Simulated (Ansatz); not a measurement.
System: C₅H₁₀Cl (charge 0, doublet). It need not be the lowest isomer of its formula. 
Geometry from a B3LYP-D3(BJ)/def2-TZVP (Ansatz, a first-principles code) optimisation:
```xyz
16

C     -2.8713    -0.9650     0.5484
C     -1.7072    -0.4594    -0.2202
C     -0.3663    -0.7639     0.4468
C      0.8519    -0.2641    -0.3109
C      2.1636    -0.7040     0.3084
Cl     0.8277     1.5641    -0.3994
H     -3.8315    -1.1055     0.0723
H     -2.8227    -1.0619     1.6251
H     -1.7871     0.6292    -0.3578
H     -1.7172    -0.8754    -1.2348
H     -0.2566    -1.8487     0.5512
H     -0.3504    -0.3477     1.4580
H      0.7999    -0.5750    -1.3541
H      3.0133    -0.3155    -0.2511
H      2.2398    -0.3553     1.3390
H      2.2181    -1.7956     0.3084
```
Charge 0, spin multiplicity 2.

Dipole moments at this geometry, in debye (magnitudes).

| level | program | dipole (D) |
|---|---|---|
| SVWN5/def2-TZVPD | Ansatz | 1.88 |
| PBE/def2-TZVPD | Ansatz | 1.89 |
| BLYP/def2-TZVPD | Ansatz | 1.88 |
| revPBE/def2-TZVPD | Ansatz | 1.89 |
| r2SCAN/def2-TZVPD | Ansatz | 2.00 |
| B97M-V/def2-TZVPD | Ansatz | 1.95 |
| PBE0/def2-TZVPD | Ansatz | 1.98 |
| BHLYP/def2-TZVPD | Ansatz | ? |
| r2SCANh/def2-TZVPD | Ansatz | 2.02 |
| HSE06/def2-TZVPD | Ansatz | 1.98 |
| CAM-B3LYP/def2-TZVPD | Ansatz | 2.00 |
| wB97X-V/def2-TZVPD | Ansatz | 2.00 |
| CCSD(T)/aug-cc-pV(D+d)Z | Ansatz | ? |

Problem. Fill in the missing entries.

Solution. 
- BHLYP/def2-TZVPD, dipole (D): 2.07
- CCSD(T)/aug-cc-pV(D+d)Z, dipole (D): 1.90
